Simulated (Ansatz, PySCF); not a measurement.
Gas-phase reaction in SMILES: CO[SiH2]CCO + 5 [H][H] (H2) -> 3 C (CH4) + 2 O (H2O) + [SiH4] (SiH4)
Geometries: B3LYP-D3(BJ)/def2-TZVP minima from Ansatz (a quantum-chemistry and plane-wave program), one conformer each, not searched for the lowest. Frequencies are from Ansatz or PySCF.
Geometry of the first species:
```xyz
16

C      3.2394    -0.3270    -0.0872
O      1.8970    -0.1228    -0.4929
Si     0.6174    -0.1495     0.5441
C     -0.9148     0.1704    -0.4770
C     -2.2053     0.1823     0.3187
O     -3.2848     0.4357    -0.5812
H      3.5571     0.4325     0.6347
H      3.3733    -1.3162     0.3628
H      3.8752    -0.2566    -0.9695
H      0.5426    -1.4675     1.2321
H      0.7902     0.8872     1.5983
H     -0.7949     1.1302    -0.9876
H     -0.9763    -0.5951    -1.2559
H     -2.1670     0.9589     1.0931
H     -2.3500    -0.7819     0.8224
H     -4.1083     0.4447    -0.0820
```
Charge 0, spin multiplicity 1.

Quantity: energy of full hydrogenation (enthalpy at 298 K, with B3LYP-D3(BJ) rigid-rotor harmonic-oscillator terms), in kcal/mol. Valence correlation only, unless marked. Spin-orbit coupling is left out. Non-relativistic. CBS(X,Y): correlation extrapolated as X^-3; Hartree-Fock from the larger set.

CCSD(T)/CBS(cc-pV(T+d)Z,cc-pV(Q+d)Z) (Ansatz) gives -47.3 kcal/mol.

Question: Another calculation gave -55.1 kcal/mol. Which level was it?
A. r2SCAN/def2-TZVPD (Ansatz)
B. B2GP-PLYP/def2-TZVPD (Ansatz)
C. BHLYP/def2-TZVPD (Ansatz)
D. CAM-B3LYP/def2-TZVPD (Ansatz)

Answer: C, BHLYP/def2-TZVPD (Ansatz). The others give -48.3 (B2GP-PLYP), -51.8 (CAM-B3LYP), -45.6 (r2SCAN) kcal/mol.
